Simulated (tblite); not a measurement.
Isomers of C6H7O2 (doublet state). Computed values, GFN2-xTB/tblite, gas phase, harmonic and unscaled. This tight-binding method is rough: wavenumbers can miss measured ones by several per cent, in bad cases by 10 to 20. One conformer each. Open shells enter through the occupations alone, without spin polarisation, and single modes of such species can be off by tens of per cent.

Electronic energies: GFN2-xTB at the same geometries; isomer energies are rough at this level and their order can be wrong.

| SMILES | electronic energy, lowest = 0 (kcal/mol) |
| --- | --- |
| O=C(O)C12C[C](C1)C2 | 44.1 |
| COC1=COC=C[CH]1 | 0.0 |
| CO[CH]C(=O)C1=CC1 | 58.6 |
| [CH2][C@@H](C)Oc1cc1=O | 64.1 |
| O=C1OC[C]1C1CC1 | 13.4 |
| [H]/[C]=C1/CC[C@H]1C(=O)O | 32.5 |
| [C]#CC(=O)OCCC | 67.9 |
| CCCC#CC([O])=O | 37.7 |

How do GFN2-xTB zero-point energies change the relative energies?

```json
{"SMILES": "COC1=COC=C[CH]1", "ZPE (kcal/mol)": "71.5", "of it from modes above 1550 cm⁻¹": "33.0", "electronic (kcal/mol)": "0.0", "with ZPE, lowest = 0 (kcal/mol)": "0.0", "lowest mode (cm⁻¹)": "97", "rings": "1"}
{"SMILES": "O=C1OC[C]1C1CC1", "ZPE (kcal/mol)": "72.2", "of it from modes above 1550 cm⁻¹": "33.1", "electronic (kcal/mol)": "13.4", "with ZPE, lowest = 0 (kcal/mol)": "14.2", "lowest mode (cm⁻¹)": "62", "rings": "2"}
{"SMILES": "[H]/[C]=C1/CC[C@H]1C(=O)O", "ZPE (kcal/mol)": "70.9", "of it from modes above 1550 cm⁻¹": "36.2", "electronic (kcal/mol)": "32.5", "with ZPE, lowest = 0 (kcal/mol)": "31.9", "lowest mode (cm⁻¹)": "56", "rings": "1"}
{"SMILES": "CCCC#CC([O])=O", "ZPE (kcal/mol)": "70.8", "of it from modes above 1550 cm⁻¹": "35.9", "electronic (kcal/mol)": "37.7", "with ZPE, lowest = 0 (kcal/mol)": "37.0", "lowest mode (cm⁻¹)": "11", "rings": "0"}
{"SMILES": "O=C(O)C12C[C](C1)C2", "ZPE (kcal/mol)": "72.8", "of it from modes above 1550 cm⁻¹": "33.6", "electronic (kcal/mol)": "44.1", "with ZPE, lowest = 0 (kcal/mol)": "45.4", "lowest mode (cm⁻¹)": "14i", "rings": "3"}
{"SMILES": "CO[CH]C(=O)C1=CC1", "ZPE (kcal/mol)": "70.0", "of it from modes above 1550 cm⁻¹": "35.3", "electronic (kcal/mol)": "58.6", "with ZPE, lowest = 0 (kcal/mol)": "57.0", "lowest mode (cm⁻¹)": "55", "rings": "1"}
{"SMILES": "[CH2][C@@H](C)Oc1cc1=O", "ZPE (kcal/mol)": "68.7", "of it from modes above 1550 cm⁻¹": "36.2", "electronic (kcal/mol)": "64.1", "with ZPE, lowest = 0 (kcal/mol)": "61.3", "lowest mode (cm⁻¹)": "5i", "rings": "1"}
{"SMILES": "[C]#CC(=O)OCCC", "ZPE (kcal/mol)": "71.4", "of it from modes above 1550 cm⁻¹": "35.8", "electronic (kcal/mol)": "67.9", "with ZPE, lowest = 0 (kcal/mol)": "67.8", "lowest mode (cm⁻¹)": "52", "rings": "0"}
```

The zero-point energies span 4.1 kcal/mol, from `[CH2][C@@H](C)Oc1cc1=O` to `O=C(O)C12C[C](C1)C2`. Slightly imaginary modes are left out of the zero-point energy: `O=C(O)C12C[C](C1)C2` 13.8i cm⁻¹ and `[CH2][C@@H](C)Oc1cc1=O` 5.1i cm⁻¹. The order is unchanged.

What do entropy and thermal enthalpy add at 298.15 K and 1 bar (rigid rotor, harmonic oscillator, one conformer each)?

| SMILES | point group | symmetry number | S (cal/(mol K)) | H − H(0) (kcal/mol) | ZPE + H − H(0) − TS (kcal/mol) |
| --- | --- | --- | --- | --- | --- |
| COC1=COC=C[CH]1 | Cs | 1 | 85.6 | 5.30 | 51.3 |
| O=C1OC[C]1C1CC1 | Cs | 1 | 87.5 | 5.27 | 51.4 |
| [H]/[C]=C1/CC[C@H]1C(=O)O | C1 | 1 | 90.4 | 5.66 | 49.6 |
| CO[CH]C(=O)C1=CC1 | Cs | 1 | 94.6 | 6.21 | 47.9 |
| [C]#CC(=O)OCCC | C1 | 1 | 96.4 | 6.37 | 49.1 |

S holds R ln(2S + 1) for the spin.

Not tabulated: `CCCC#CC([O])=O` (lowest mode only 11 cm⁻¹); `O=C(O)C12C[C](C1)C2` (lowest mode only 14i cm⁻¹); `[CH2][C@@H](C)Oc1cc1=O` (lowest mode only 5i cm⁻¹).
